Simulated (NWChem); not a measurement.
# C$_{3}$HBrF$_{2}$; SMILES FC=C=C(F)Br

This build's default masses of Se (78.918 u) and Br (79.917 u) are each other's, which moves their modes by up to 0.6 %.

### Question
Give the equilibrium geometry at PBE-D3(BJ)/def2-SVP (NWChem) as an XYZ file, with the point group.

### Answer
point group C1; any orientation.
```
7

F      0.6485    -3.3048    -0.4410
C      0.2378    -2.4423     0.5034
C     -0.2394    -1.2418     0.2393
C     -0.6863    -0.0226     0.0413
F     -1.9693     0.2961    -0.1409
Br     0.4384     1.5094    -0.0201
H      0.3438    -2.8599     1.5218
```
